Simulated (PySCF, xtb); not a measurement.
Zr(Cl)(OH)(Me)2 (C2H7ClOZr), SMILES [CH3][Zr]([CH3])([Cl])[OH], multiplicity 1. Other conformers were not sampled.

Harmonic wavenumbers (cm⁻¹) from GFN2-xTB (xtb 6.7.1) at its own minimum, in rising order: 37, 61, 83, 85, 105, 106, 115, 236, 329, 357, 444, 464, 507, 518, 537, 538, 577, 1206, 1216, 1471, 1473, 1475, 1477, 2841, 2845, 2847, 2852, 2878, 2882, 3583.

Q: What does PySCF with PBE-D3(BJ)/def2-SVP give at its own minimum? (An estimate is asked for; the answer gives what the named calculation found.)

A: 70, 90, 104, 105, 126, 144, 148, 304, 308, 367, 394, 463, 466, 488, 510, 516, 726, 1105, 1110, 1340, 1345, 1347, 1351, 2934, 2936, 3033, 3035, 3043, 3043, 3853. Paired by order, the mean absolute difference is 83 cm⁻¹ and the zero-point energies are 48.8 and 49.8 kcal/mol.
